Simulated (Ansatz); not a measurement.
Cartesian coordinates (Å):
SMILES: F[SiH2]
```xyz
4

F      1.4429    -0.3379    -0.1195
Si    -0.0407     0.0090     0.3861
H     -0.9612    -1.0357    -0.1406
H     -0.4004     1.3557    -0.1365
```
Charge 0, spin multiplicity 2.

All values below come from frozen-core CCSD(T)/def2-TZVPP // r2SCAN-D4/def2-TZVP run with Ansatz (a program for electronic structure).

```json
{
 "HF energy": "-389.60638 Ha",
 "MP2 correlation energy": "-0.35600 Ha"
}
```

### Question
Estimate the CCSD correlation energy, the (T) correction, the total energy and the T1 diagnostic.

### Answer

| Quantity | Result |
|---|---|
| CCSD correlation energy | -0.37393 Ha |
| (T) correction | -0.01028 Ha |
| CCSD(T) total energy | -389.99059 Ha |
| T1 diagnostic | 0.014 |
